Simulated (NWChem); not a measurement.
System: C₂H₃I; SMILES C=CI

All runs: NWChem. The geometry was optimised at PBE0/def2-SVP. Not confirmed as a minimum by frequencies. def2 effective core potentials on I; no spin-orbit coupling. Ions are spin-unrestricted doublets at the neutral geometry; other ion states weren't tried.

For level CAM-B3LYP/def2-SVP:

```
Item                                   Value
-------------------------------------  -----
vertical ionisation energy, ΔSCF (eV)   9.32
−ε(HOMO) (eV)                           8.21
```

Q: Estimate the same quantities for level PBE/def2-SVP.

A: 
* **vertical ionisation energy, ΔSCF (eV)**: 9.08
* **−ε(HOMO) (eV)**: 5.91
